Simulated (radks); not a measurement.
The numbers below are computed, except where a source is named.
Task: Species: the gallium ion Ga2+. Configuration: [Ar] 3d9.5 4s1 4p0.5 (fractional occupations, a model configuration). Level of theory: scalar-relativistic Kohn-Sham, PBEsol, spin-unpolarised, spherical densities, point nucleus (a radial shooting solver on a logarithmic mesh with Libxc functionals). Some entries of the table are withheld. Estimate them.

orbital,occ.,eigenvalue (Ry),<1/r> (bohr^-1),<r^2> (bohr^2)
1s,2,-753.1611,31.28,0.003182
2s,2,-94.62834,6.841,0.05605
2p,6,-82.64848,6.711,0.04463
3s,2,-12.74636,2.190,0.4882
3p,6,(1),2.039,0.5382
3d,9.5,-3.24869,1.689,0.7740
4s,1,-2.04128,(2),(3)
4p,0.5,(4),(5),6.719

Result: 
(1) 3p eigenvalue (Ry): -9.13012
(2) 4s <1/r> (bohr^-1): 0.6476
(3) 4s <r^2> (bohr^2): 4.645
(4) 4p eigenvalue (Ry): -1.39743
(5) 4p <1/r> (bohr^-1): 0.5329
